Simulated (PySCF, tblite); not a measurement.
Isomers of C4H9NSi2, one GFN2-xTB conformer each. Single-point energies are computed at PBE0/pcSseg-1 (PySCF, gas phase, no added dispersion term), electronic only.

Question: Rank them by PBE0/pcSseg-1 energy, lowest first (kJ/mol).
A. `[N:1]#[C:2][Si@@H:3]([SiH3:4])[CH:5]1[CH2:6][CH2:7]1` with C2–Si3–C5–C6 85°
B. `[CH:1]#[C:2][C@H:3]1[CH2:4][SiH2:5][NH:6][SiH2:7]1` with C2–C3–C4–Si5 163°, C3–C4–Si5–N6 -28°, C4–Si5–N6–Si7 7°, Si5–N6–Si7–C3 11°
C. `C1[SiH2]C[Si]1(C#N)C`
D. `[N:1]#[C:2][CH2:3][SiH:4]1[CH2:5][SiH2:6][CH2:7]1` with C2–C3–Si4–C5 78°
E. `[N:1]#[C:2][C@@H:3]1[CH2:4][Si@@H:5]1[CH2:6][SiH3:7]` with C4–Si5–C6–Si7 -134°

Answer: C (0.0), D (53.2), B (98.2), A (147.6), E (162.9).

As drawn, the lowest has a four-membered ring, which the highest lacks; the highest has a three-membered ring, which the lowest lacks. GFN2-xTB itself gives, in the same order: 180.1, 132.4, 0.0, 165.2, 175.5. GFN2-xTB puts C#C[C@H]1C[SiH2]N[SiH2]1 lowest instead; measured from each level's own lowest isomer, the values differ by up to 180.1 kJ/mol (C[Si]1(C#N)C[SiH2]C1: 180.1 against 0.0).

Question: Which frontier levels, dipoles and rotational constants go with these structures?

Answer: 
| SMILES | HOMO (eV, PBE0/pcSseg-1) | LUMO (eV) | dipole (D) | A, B, C (MHz) |
| --- | --- | --- | --- | --- |
| C[Si]1(C#N)C[SiH2]C1 | -8.30 | -0.64 | 3.99 | 2617, 1235, 1049 |
| N#CC[SiH]1C[SiH2]C1 | -8.16 | -0.22 | 4.22 | 4415, 920.2, 851.6 |
| C#C[C@H]1C[SiH2]N[SiH2]1 | -7.27 | 0.35 | 1.09 | 3284, 1311, 989.3 |
| N#C[Si@@H]([SiH3])C1CC1 | -8.46 | -0.66 | 4.23 | 1868, 1340, 837.4 |
| N#C[C@@H]1C[Si@@H]1C[SiH3] | -7.28 | -0.29 | 4.46 | 2380, 1257, 914.4 |

Question: What happens when harmonic zero-point energies from GFN2-xTB frequencies are added?

Answer: 
```
                    SMILES  ZPE (kJ/mol)  electronic (kJ/mol)  with ZPE (kJ/mol)
      C[Si]1(C#N)C[SiH2]C1         301.7                  0.0                0.0
       N#CC[SiH]1C[SiH2]C1         297.1                 53.2               48.6
  C#C[C@H]1C[SiH2]N[SiH2]1         293.4                 98.2               89.9
   N#C[Si@@H]([SiH3])C1CC1         292.5                147.6              138.4
N#C[C@@H]1C[Si@@H]1C[SiH3]         290.6                162.9              151.8
```

The zero-point energies span 11.1 kJ/mol. The order is unchanged.

Question: As an exercise, what shares would exp(−E/RT) give at 2000 K from these electronic energies alone (no entropy, no degeneracies)?

Answer: RT = 16.629 kJ/mol: C[Si]1(C#N)C[SiH2]C1 95.8 %, N#CC[SiH]1C[SiH2]C1 3.9 %, C#C[C@H]1C[SiH2]N[SiH2]1 0.3 %, N#C[Si@@H]([SiH3])C1CC1 under 0.1 %, N#C[C@@H]1C[Si@@H]1C[SiH3] under 0.1 %.
